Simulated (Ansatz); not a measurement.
`[CH3][Ta]([CH3])(=[O])[OH]`: the same geometry under several functionals.

```yaml
crystal:
  periodic: [false, false, false]
  atoms:
    - {symbol: C, position_ang: [-1.594611, -0.009924, -0.922034]}
    - {symbol: Ta, position_ang: [0.508708, 0.189969, -0.472353]}
    - {symbol: C, position_ang: [0.903814, -0.879897, 1.362104]}
    - {symbol: O, position_ang: [1.353497, -0.642211, -1.713303]}
    - {symbol: O, position_ang: [1.082217, 2.007026, -0.407697]}
    - {symbol: H, position_ang: [-2.221672, 0.545237, -0.215230]}
    - {symbol: H, position_ang: [-1.867397, -1.070840, -0.857867]}
    - {symbol: H, position_ang: [-1.840606, 0.321366, -1.935090]}
    - {symbol: H, position_ang: [0.457988, -0.384878, 2.232245]}
    - {symbol: H, position_ang: [1.973436, -1.010584, 1.550082]}
    - {symbol: H, position_ang: [0.468511, -1.884035, 1.282271]}
    - {symbol: H, position_ang: [0.853113, 2.763572, 0.130770]}
basis:
  gaussian: {orbitals: def2-TZVPP}
hamiltonian: {xc: {name: BLYP}, dispersion: d4}
output: {orbitals: {seedname: orbitals}}
```

```sh
$ ansatz run in.yaml --threads 4 --pin off --events-out ev --progress --plain --max-ram 11315MiB
```

It prints (some lines left out):

```
Functional definition: BLYP
1412 factors; their error is unknown
mean field evaluation 1: about -7802.5753 eV, gradient 1.4e2 eV
mean field evaluation 2: about -7521.9426 eV, gradient 3.4e2 eV
mean field evaluation 4: about -7833.7861 eV, gradient 5.1e1 eV
mean field evaluation 8: about -7838.2855 eV, gradient 3.0e0 eV
mean field evaluation 16: about -7838.2811 eV, gradient 5.3e-3 eV
mean field -7838.28109926 eV, -288.0515174201 hartree, gradient 4.0e-5 eV, S^2 0.000000; 0 other end points of the search recorded, 0 dependent functions left out
reference -7838.28151226 eV, -288.0515325975 hartree; 24, 24 occupied and 254, 254 virtual orbitals, 1412 factors
Total energy: -7838.76310586 eV, -288.0692308358 hartree
```

It took 1 s on 4 threads of an AMD EPYC 9R45 on a shared host, with 0.38 GiB of host memory at the peak.

With the line `hamiltonian: {xc: hse06, dispersion: d4}` (abridged; 1.4 s):

```
Functional definition: HSE06
mean field evaluation 16: about -7832.4916 eV, gradient 1.4e-4 eV
mean field -7832.49157589 eV, -287.8387563604 hartree, gradient 3.5e-5 eV, S^2 0.000000
Total energy: -7832.67748348 eV, -287.8455883385 hartree
```

The same input with `hamiltonian: {xc: pbe, dispersion: d4}` and forces (abridged; 1.3 s):

```
Functional definition: PBE
mean field evaluation 16: about -7833.9863 eV, gradient 4.6e-3 eV
mean field -7833.98631167 eV, -287.8936868873 hartree, gradient 7.4e-6 eV, S^2 0.000000
Total energy: -7834.21588821 eV, -287.9021236693 hartree
Atom 0 force     0.081548     0.020349     0.000316 eV/Å
Atom 1 force    -0.526669     0.215193     0.657905 eV/Å
Atom 2 force     0.005403     0.046885    -0.069460 eV/Å
Atom 3 force     0.466805    -0.421342    -0.671254 eV/Å
Atom 4 force     0.281589    -0.027508    -0.318347 eV/Å
Atom 5 force    -0.107599     0.106796     0.130491 eV/Å
Atom 6 force    -0.049929    -0.203089     0.004019 eV/Å
Atom 7 force    -0.062719     0.054896    -0.194885 eV/Å
Atom 8 force    -0.081035     0.098054     0.154527 eV/Å
Atom 9 force     0.202906    -0.038309     0.047839 eV/Å
Atom 10 force    -0.075564    -0.194034    -0.018719 eV/Å
Atom 11 force    -0.134737     0.342111     0.277567 eV/Å
Dipole moment:    -0.413527     0.391976     0.601486 e Å
```

With the line `hamiltonian: {xc: r2scan, dispersion: d4}` and forces (abridged; 2 s):

```
Functional definition: r2SCAN
mean field evaluation 16: about -7837.9866 eV, gradient 1.6e-3 eV
mean field -7837.98661045 eV, -288.0406951560 hartree, gradient 7.8e-5 eV, S^2 0.000000
Total energy: -7838.04539761 eV, -288.0428555442 hartree
Atom 0 force    -0.020286     0.004205    -0.011025 eV/Å
Atom 1 force    -0.300303     0.103509     0.367780 eV/Å
Atom 2 force     0.012364    -0.007256     0.018759 eV/Å
Atom 3 force     0.245010    -0.209635    -0.348043 eV/Å
Atom 4 force     0.091686     0.103002    -0.061056 eV/Å
Atom 5 force     0.003664    -0.007926    -0.012880 eV/Å
Atom 6 force     0.001165     0.012915    -0.006147 eV/Å
Atom 7 force    -0.010795    -0.010121     0.014180 eV/Å
Atom 8 force     0.009000    -0.009870    -0.007794 eV/Å
Atom 9 force    -0.016697    -0.007992     0.009047 eV/Å
Atom 10 force     0.010460     0.009723     0.002119 eV/Å
Atom 11 force    -0.025268     0.019446     0.035060 eV/Å
Dipole moment:    -0.435841     0.401874     0.629666 e Å
```

The same input with `hamiltonian: {xc: {name: r2SCANh}, dispersion: d4}` (abridged; 1.9 s):

```
Functional definition: r2SCANh
mean field evaluation 16: about -7836.9396 eV, gradient 1.1e-4 eV
mean field -7836.93955071 eV, -288.0022164202 hartree, gradient 3.7e-5 eV, S^2 0.000000
Total energy: -7837.00250254 eV, -288.0045298571 hartree
```

With the line `hamiltonian: {xc: {name: revPBE}, dispersion: d4}` (abridged; 1 s):

```
Functional definition: revPBE
mean field evaluation 16: about -7840.2755 eV, gradient 1.9e-2 eV
mean field -7840.27552718 eV, -288.1248112942 hartree, gradient 4.3e-5 eV, S^2 0.000000
Total energy: -7840.87951522 eV, -288.1470074452 hartree
```

HSE06 is the plane-wave form, built on full-range PBE exchange.
